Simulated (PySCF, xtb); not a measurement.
B(F)2(Et) (C2H5BF2), SMILES C(B(F)F)C. One conformer was computed; it need not be the lowest.

Harmonic wavenumbers (cm⁻¹) from GFN2-xTB (xtb) at its own minimum, in rising order: 36, 166, 186, 380, 404, 464, 730, 754, 983, 1017, 1087, 1219, 1231, 1287, 1327, 1417, 1456, 1500, 1504, 2952, 2976, 3038, 3047, 3052.

### Question
What does PBE-D3(BJ)/def2-SVP (PySCF 2.14.0) give at its own minimum? (Estimate from the structure and the level; the computed values follow.)

### Answer
38, 183, 202, 401, 440, 498, 736, 742, 952, 971, 1048, 1185, 1207, 1337, 1359, 1371, 1389, 1429, 1430, 2961, 2977, 2996, 3063, 3064. Paired by order, the mean absolute difference is 31 cm⁻¹ and the zero-point energies are 46.1 and 45.7 kcal/mol.
